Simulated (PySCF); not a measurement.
# Molecular orbitals of InCl

PBE0 at R = 2.427 Å; In cc-pVTZ-PP with ECP28, Cl cc-pV(T+d)Z; scalar-relativistic core potentials (PySCF 2.14). State: ¹Σ⁺ (singlet), closed shell. Only the outer orbitals are listed, counted within each symmetry, core potentials removing the inner ones.

```json
{"orbital": "8σ", "occ.": "2", "ε (eV)": "-10.69", "on In (%)": "54", "main shells (%)": "52 In s, 44 Cl p"}
{"orbital": "4π", "occ.": "2", "ε (eV)": "-8.24", "on In (%)": "6", "main shells (%)": "94 Cl p"}
{"orbital": "4π", "occ.": "2", "ε (eV)": "-8.24", "on In (%)": "6", "main shells (%)": "94 Cl p"}
{"orbital": "9σ", "occ.": "2", "ε (eV)": "-7.27", "on In (%)": "61", "main shells (%)": "43 In s, 39 Cl p, 16 In p"}
{"orbital": "5π", "occ.": "0", "ε (eV)": "-1.81", "on In (%)": "97", "main shells (%)": "96 In p"}
{"orbital": "5π", "occ.": "0", "ε (eV)": "-1.81", "on In (%)": "97", "main shells (%)": "96 In p"}
{"orbital": "10σ", "occ.": "0", "ε (eV)": "0.01", "on In (%)": "96", "main shells (%)": "85 In p"}
```

**Question.** Which are the highest filled and the lowest empty level, where do they sit, and how wide is the gap?

**Answer.** Highest filled 9σ at -7.27 eV (in %: 43 In s, 39 Cl p, 16 In p); lowest empty 5π at -1.81 eV (in %: 96 In p); the gap at PBE0 is 5.46 eV.

```json
{
  "bond order (Mayer)": "0.99",
  "⟨S²⟩": "0.000",
  "charge on In (Mulliken, basis-dependent)": "0.42",
  "charge on In (Löwdin, basis-dependent)": "0.14",
  "dipole moment (positive dipole means In(−)Cl(+))": "-3.53 D",
  "polarisability along the bond": "71.2 bohr³",
  "polarisability across the bond": "45.0 bohr³"
}
```

Spin–orbit coupling is left out.
